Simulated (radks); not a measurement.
The nuclear charge of the gadolinium ion Gd+ is varied continuously with 63 electrons held in [Xe] 4f7 5d1 6s1. All-electron calculation, scalar-relativistic Kohn-Sham, PBE, spin-polarised, spherical densities, finite nucleus; open shells are filled with parallel spins first (spin-orbit coupling, left out, can overturn this in heavy ions); Fermi nuclear charge, rms radius 5.1569 fm. Program: a radial shooting solver on a logarithmic mesh with Libxc functionals. By the Hellmann-Feynman theorem dE/dZ = E(electron-nucleus)/Z, the electronic potential at the nucleus (averaged over a nucleus of fixed radius). The scalar-relativistic energy here is not variational (the density holds large components alone), so the two differ by a part that grows with Z.

\begin{tabular}{lrrrrr}
Z & E (hartree) & E(electron-nucleus)/Z (hartree) & HOMO & e(HOMO) (eV) & <r> HOMO (bohr) \\ \hline
63.5 & -11055.7344 & -424.471 & 5d & -4.753 & 2.872 \\
63.75 & -11162.7575 & -426.907 & 5d & -6.800 & 2.671 \\
64 & -11270.3982 & -429.342 & 5d & -9.031 & 2.517 \\
64.25 & -11378.6563 & -431.776 & 5d & -11.424 & 2.393 \\
64.5 & -11487.5319 & -434.210 & 6s & -13.600 & 3.348 \\
64.75 & -11597.0252 & -436.645 & 6s & -15.644 & 3.242 \\
65 & -11707.1366 & -439.082 & 6s & -17.775 & 3.146 \\
\end{tabular}

The central difference of E at Z = 64 is -431.798 hartree, to compare with the third column; the second derivative is -9.88 hartree.
